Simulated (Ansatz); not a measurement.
Geometry optimisation, RHF/def2-SVP (Ansatz 0.2.0).

input.yaml

```yaml
crystal:
  periodic: [false, false, false]
  atoms:
    - { symbol: Si, position_ang: [-0.60961, 1.17205, -0.83524] }
    - { symbol: C, position_ang: [0.41999, -0.3662, -0.37212] }
    - { symbol: Sb, position_ang: [1.01861, -0.94896, 1.47989] }
    - { symbol: H, position_ang: [-1.78465, 0.47847, -1.37865] }
    - { symbol: H, position_ang: [0.15883, 1.89849, -1.84326] }
    - { symbol: H, position_ang: [-0.87288, 1.89332, 0.41049] }
    - { symbol: H, position_ang: [0.96664, -0.83417, -1.18557] }
    - { symbol: H, position_ang: [1.19064, 0.49861, 2.30524] }
    - { symbol: H, position_ang: [2.59563, -1.40537, 1.17352] }
total_charge: 1
basis:
  gaussian: { orbitals: def2-SVP }
hamiltonian:
  xc: hf
relax:
  f_tol: 0.015
  max_steps: 40
```

Run as:

```bash
$ ansatz run input.yaml --threads 1 --pin off --max-ram 2048MiB --backend cpu --events-out ev --progress --plain --runs-dir out
```

Q: Where does it end, and by what steps?

A: It converged. Limits of this set-up: the dipole of an ion depends on the origin. After 16 steps the energy has fallen by 0.359 eV; H7 moved furthest, 0.28 Å.

```csv
step,energy less start (eV),largest force component (eV/Å),accepted
0,0.0000,1.867,yes
1,-0.2964,1.334,yes
2,-0.2969,1.066,yes
3,-0.3471,0.240,yes
4,-0.3511,0.133,yes
5,-0.3545,0.051,yes
6,-0.3553,0.070,yes
7,-0.3555,0.140,yes
8,-0.3564,0.089,yes
9,-0.3563,0.123,no
10,-0.3576,0.034,yes
11,-0.3581,0.041,yes
12,-0.3583,0.041,yes
13,-0.3584,0.034,yes
14,-0.3585,0.021,yes
15,-0.3585,0.024,yes
16,-0.3585,0.005,yes
```

```xyz
9
Properties=species:S:1:pos:R:3
Si -0.669 1.165 -0.843
C 0.477 -0.325 -0.331
Sb 1.084 -0.976 1.608
H -1.753 0.569 -1.639
H 0.287 1.963 -1.634
H -1.117 1.822 0.391
H 0.747 -1.001 -1.146
H 1.383 0.571 2.203
H 2.646 -1.403 1.147
```

Run time: 38 s on 1 thread of Arm Neoverse V1, with other jobs on the host, peak memory 0.17 GiB.
